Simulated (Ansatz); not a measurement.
Al16N16H36, a nanocrystal cut from zinc blende AlN (hydrogen-capped), 68 atoms. Hardware: 4 threads of AMD EPYC 7R13 on a shared host and a share (37 GiB) of an NVIDIA H100 80GB HBM3.

Single mean-field runs in def2-SVP are fitted with def2-universal-jkfit.

(1) How many basis functions does each of these Ansatz runs have, and roughly what does it cost? r2SCAN-D4/def2-SVP, charge 0 singlet, energy, from earlier orbitals; PBE0-D4/def2-SVP, charge 0 singlet, energy and forces, from earlier orbitals; PBE0-D4/def2-SVP, charge -1 doublet at the geometry of the charge 0 singlet, energy; PBE0-D4/def2-SVP, charge 1 doublet at the geometry of the charge 0 singlet, energy; PBE-D4/def2-SVP, charge -1 doublet at the geometry of the charge 0 singlet, energy, from earlier orbitals; PBE-D4/def2-SVP, charge 0 singlet, energy, from earlier orbitals; PBE0-D4/def2-SVP, charge 0 triplet at the geometry of the charge 0 singlet, energy; PBE-D4/def2-SVP, charge 1 doublet at the geometry of the charge 0 singlet, energy, from earlier orbitals; r2SCAN-D4/def2-SVP, charge 0 singlet, relaxation, 5 steps; PBE-D4/def2-SVP, charge 0 triplet at the geometry of the charge 0 singlet, energy, from earlier orbitals.

Answers

(1) Other jobs shared the machine, so times can vary by a factor of up to 3.

```csv
run,functions,fitting or Cholesky vectors,wall time,peak host memory (GiB)
"PBE-D4/def2-SVP, charge 0 singlet, energy, from earlier orbitals",692,3928,5.5 s,1.2
"r2SCAN-D4/def2-SVP, charge 0 singlet, energy, from earlier orbitals",692,3928,7 s,1.3
"PBE0-D4/def2-SVP, charge 0 singlet, energy and forces, from earlier orbitals",692,3928,11 s,2.5
"PBE-D4/def2-SVP, charge -1 doublet at the geometry of the charge 0 singlet, energy, from earlier orbitals",692,3928,12 s,1.5
"PBE0-D4/def2-SVP, charge 1 doublet at the geometry of the charge 0 singlet, energy",692,3928,18 s,1.5
"PBE0-D4/def2-SVP, charge -1 doublet at the geometry of the charge 0 singlet, energy",692,3928,19 s,1.5
"PBE-D4/def2-SVP, charge 1 doublet at the geometry of the charge 0 singlet, energy, from earlier orbitals",692,3928,25 s,1.5
"r2SCAN-D4/def2-SVP, charge 0 singlet, relaxation, 5 steps",692,3928,35 s,1.3
"PBE-D4/def2-SVP, charge 0 triplet at the geometry of the charge 0 singlet, energy, from earlier orbitals",692,3928,40 s,1.5
"PBE0-D4/def2-SVP, charge 0 triplet at the geometry of the charge 0 singlet, energy",692,3928,79 s,1.6
```
